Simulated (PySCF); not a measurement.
H5B3N3 (SMILES [B]1NBNBN1), doublet, geometry from GFN2-xTB.

Here is a job for PySCF.
```python
from pyscf import gto, scf, cc

mol = gto.Mole()
mol.atom = '''
    B    -0.48911248    1.40989674   -0.13547428
    N    -1.38981109    0.33756282    0.08926920
    B    -0.95805654   -1.00743956    0.22184004
    N     0.43377292   -1.25037705    0.12014634
    B     1.38580449   -0.22557016   -0.10336250
    N     0.89158792    1.09859602   -0.22726695
    H    -2.38025110    0.51939311    0.16047812
    H    -1.72369966   -1.88045081    0.40790365
    H     0.76291547   -2.19915064    0.21131217
    H     2.53551425   -0.45965454   -0.18304741
    H     1.56349543    1.83495520   -0.38670294
'''
mol.basis = 'sto-3g'
mol.spin = 1
mol.verbose = 3
mol.build()

mf = scf.UHF(mol)
mf.kernel()

mycc = cc.CCSD(mf)
mycc.iterative_damping = 0.8
mycc.kernel()
print('E(CCSD) = %.10f' % mycc.e_tot)
```

What does this run give for the SCF-reference <S^2>, coupled-cluster correlation energy (without the perturbative part), SCF-reference dipole moment, SCF-reference Mulliken (on the basis functions themselves) charges in atom order, SCF-reference HOMO energy, MP2 correlation energy?


```yaml
SCF-reference <S^2>: 0.756
coupled-cluster correlation energy (without the perturbative part): -0.3123 Eh
SCF-reference dipole moment: 0.50 D
SCF-reference Mulliken (on the basis functions themselves) charges in atom order: B1 0.37, N2 -0.52, B3 0.42, N4 -0.52, B5 0.42, N6 -0.52, H7 0.18, H8 -0.09, H9 0.18, H10 -0.09, H11 0.18
SCF-reference HOMO energy: -7.25 eV
MP2 correlation energy: -0.2560 Eh
```

These values belong to the state on which the SCF converged, which isn't shown to be the lowest.
